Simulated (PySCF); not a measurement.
Compound: PhCH2CHFCH3, C9H11F.
Numbering: `[CH3:1][C@H:2]([F:3])[CH2:4][c:5]1[cH:6][cH:7][cH:8][cH:9][cH:10]1` (hydrogens: H11, H12, H13 on C1; H14 on C2; H15, H16 on C4; H17 on C6; H18 on C7; H19 on C8; H20 on C9; H21 on C10)

The same species was optimised twice, with GFN2-xTB and with PBE0-D3(BJ)/def2-SVP (PySCF), and the same property calculations (PySCF, gas phase) were run on both structures.

```csv
coordinate,GFN2-xTB,PBE0-D3(BJ)/def2-SVP,change
C5–C10 (Å),1.390,1.401,+0.011
C5–C6 (Å),1.389,1.399,+0.010
C9–C10 (Å),1.383,1.393,+0.010
C6–C7 (Å),1.384,1.394,+0.010
C8–C9 (Å),1.385,1.394,+0.009
C1–C2 (Å),1.519,1.509,-0.010
C7–C8 (Å),1.384,1.393,+0.009
C2–C4 (Å),1.532,1.525,-0.007
C2–F3 (Å),1.387,1.385,-0.002
C4–C5 (Å),1.502,1.503,+0.001
C2–C4–C5 (°),110.9,113.1,+2.2
C1–C2–C4 (°),113.1,114.3,+1.2
F3–C2–C4 (°),108.3,107.7,-0.6
C6–C5–C10 (°),118.8,118.3,-0.5
C4–C5–C10 (°),120.2,120.5,+0.3
C5–C6–C7 (°),120.6,120.9,+0.3
C5–C10–C9 (°),120.7,120.9,+0.2
C7–C8–C9 (°),119.7,119.6,-0.1
C1–C2–C4–C5 (°),-69,-65,+4
C2–C4–C5–C6 (°),103,102,-1
```

Rotational constants: A = 3139, B = 732.9, C = 672.1 MHz (GFN2-xTB) against A = 3135, B = 719.8, C = 663.3 MHz (PBE0-D3(BJ)/def2-SVP). Point groups within 0.08 Å: C1 and C1.

On the GFN2-xTB structure: HOMO (eV) -7.24 [PBE0/pcSseg-1]; LUMO (eV) -0.36 [PBE0/pcSseg-1]; dipole (D) 1.82 [PBE0/pcSseg-1]; GIAO shielding of C1 (ppm) 165.4 [PBE0/pcSseg-1]; GIAO shielding of C2 (ppm) 90.8 [PBE0/pcSseg-1]; GIAO shielding of F3 (ppm) 366.1 [PBE0/pcSseg-1]; GIAO shielding of C4 (ppm) 138.1 [PBE0/pcSseg-1]; GIAO shielding of C5 (ppm) 43.3 [PBE0/pcSseg-1]; GIAO shielding of C6/C10 (mean) (ppm) 51.8 [PBE0/pcSseg-1]; GIAO shielding of C7/C9 (mean) (ppm) 52.4 [PBE0/pcSseg-1]; GIAO shielding of C8 (ppm) 54.7 [PBE0/pcSseg-1].

Problem. What do these properties become on the PBE0-D3(BJ)/def2-SVP structure?

Solution. 
| property | level | on GFN2-xTB | on PBE0-D3(BJ)/def2-SVP | change |
| --- | --- | --- | --- | --- |
| HOMO (eV) | PBE0/pcSseg-1 | -7.24 | -7.23 | +0.01 |
| LUMO (eV) | PBE0/pcSseg-1 | -0.36 | -0.41 | -0.05 |
| dipole (D) | PBE0/pcSseg-1 | 1.82 | 1.81 | -0.01 |
| energy, GFN2-xTB geometry as zero (kcal/mol) | PBE0/pcSseg-1 | 0.0 | -0.5 | -0.5 |
| GIAO shielding of C1 (ppm) | PBE0/pcSseg-1 | 165.4 | 163.8 | -1.6 |
| GIAO shielding of C2 (ppm) | PBE0/pcSseg-1 | 90.8 | 92.1 | +1.3 |
| GIAO shielding of F3 (ppm) | PBE0/pcSseg-1 | 366.1 | 365.3 | -0.8 |
| GIAO shielding of C4 (ppm) | PBE0/pcSseg-1 | 138.1 | 137.7 | -0.4 |
| GIAO shielding of C5 (ppm) | PBE0/pcSseg-1 | 43.3 | 41.6 | -1.7 |
| GIAO shielding of C6/C10 (mean) (ppm) | PBE0/pcSseg-1 | 51.8 | 49.1 | -2.7 |
| GIAO shielding of C7/C9 (mean) (ppm) | PBE0/pcSseg-1 | 52.4 | 50.0 | -2.4 |
| GIAO shielding of C8 (ppm) | PBE0/pcSseg-1 | 54.7 | 52.0 | -2.7 |

The heavy atoms differ by 0.039 Å rms after alignment. Among bonds between heavy atoms C1–C2, C5–C6, C5–C10, C6–C7 and C9–C10 change most and about equally (-0.010 to +0.011 Å). Changes are differences of the printed values. Neither structure is proved a minimum here.

The values belong to the conformer `[CH3:1][C@H:2]([F:3])[CH2:4][c:5]1[cH:6][cH:7][cH:8][cH:9][cH:10]1`: C1–C2–C4–C5 -65°, C2–C4–C5–C6 102°.
